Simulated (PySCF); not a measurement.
TaH5, SMILES [TaH5] (connectivity only; charge and spin as stated), neutral, multiplicity 1.

The structure is a stationary point at PBE0-D3(BJ)/def2-TZVPD. The multiplicity is an assumed one; other spin states were not compared. The def2 effective core potentials stand for the cores of Ta; spin–orbit coupling is left out.

The numbers are results of PySCF with TDDFT-B3LYP/def2-TZVPD, not measurements.

Vertical excitations; the highest root listed may be one member of a degenerate set. Gas-phase values at a fixed geometry. State labels are in the subgroup C2v.

| state | symmetry | energy (eV) | λ (nm) | f | main pairs |
|---|---|---|---|---|---|
| S1 | A2 | 3.76 | 329 | 0.000 | HOMO−2→LUMO 100 % |
| S2 | B1 | 3.79 | 327 | 0.009 | HOMO−1→LUMO (degenerate set) |
| S3 | B2 | 3.79 | 327 | 0.009 | HOMO→LUMO (degenerate set) |
| S4 | A1 | 4.22 | 293 | 0.000 | HOMO−3→LUMO 93 % |
| S5 | A2 | 4.68 | 265 | 0.000 | HOMO−1→LUMO+2 50 %, HOMO→LUMO+1 50 % |
| S6 | A1 | 4.72 | 263 | 0.000 | HOMO−1→LUMO+1 47 %, HOMO→LUMO+2 47 % |
| S7 | A2 | 4.77 | 260 | 0.000 | HOMO→LUMO+1 43 %, HOMO−1→LUMO+2 43 %, HOMO−2→LUMO+3 13 % |
| S8 | B1 | 4.78 | 259 | 0.001 | HOMO−1→LUMO+3, HOMO−3→LUMO+1 (degenerate set) |
| S9 | B2 | 4.78 | 259 | 0.001 | HOMO→LUMO+3, HOMO−3→LUMO+2 (degenerate set) |
| S10 | A1 | 5.10 | 243 | 0.044 | HOMO−3→LUMO+3 37 %, HOMO→LUMO+2 31 %, HOMO−1→LUMO+1 31 % |
| T1 | B1 | 3.31 | 375 | 0 | HOMO−1→LUMO (degenerate set) |
| T2 | B2 | 3.31 | 375 | 0 | HOMO→LUMO (degenerate set) |
| T3 | A2 | 3.43 | 362 | 0 | HOMO−2→LUMO 100 % |
| T4 | A1 | 3.91 | 317 | 0 | HOMO−3→LUMO 97 % |
Triplets are in the Tamm–Dancoff approximation, which puts them higher than full response would, so one can lie above its singlet here.
